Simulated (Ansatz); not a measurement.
Reaction (ligand exchange at the Si–S bond): `[SiH3]S[SiH](Cl)Cl` + `O[SiH](O)Br` → `O[SiH](Br)O[SiH3]` + `S[SiH](Cl)Cl`

Isolated molecules relaxed with PBE0-D4/def2-TZVP in Ansatz; ΔE leaves out vibrations. CCSD(T)/CBS is the MP2 limit (def2-TZVPP, def2-QZVPP) plus CCSD(T) − MP2 in def2-TZVPP, frozen cores. Functionals use def2-TZVPP. For Br outer-core shells are correlated without core-valence functions, which leaves a few kJ/mol of doubt a bond. Scalar relativity is left out up to krypton. One conformer a species, not always the lowest.

Is it downhill or uphill in electronic energy at CCSD(T)/CBS, and by how much? (An estimate is asked.)

Computed: Downhill: ΔE = -40.9 kJ/mol.

What do these levels give: PBE-D4, PBE0-D4, ωB97X-V, PBE, r2SCAN, MP2/CBS(def2)? (Best estimate.)

Computed: PBE-D4 -24.0, PBE0-D4 -28.9, ωB97X-V -40.7, PBE -27.0, r2SCAN -36.7, MP2/CBS(def2) -36.9 kJ/mol.

Largest T1 diagnostic among the species: 0.010.

In def2-TZVPP, CCSD(T) changes the Hartree–Fock value by +20.1 kJ/mol (the triples alone add +4.2 kJ/mol) and MP2 by +24.2 kJ/mol. From PBE to PBE0 (25 % exact exchange), in def2-TZVPP and without D4, ΔE moves by −4.5 kJ/mol. The D4 term adds +4.9 kJ/mol with B3LYP and +2.6 kJ/mol with PBE0; it sums over pairs of atoms, weighted by their polarisabilities, and B3LYP, whose exchange is more repulsive, gets the larger term.

B3LYP here is the variant with VWN-RPA as its local correlation; programs differ in this.
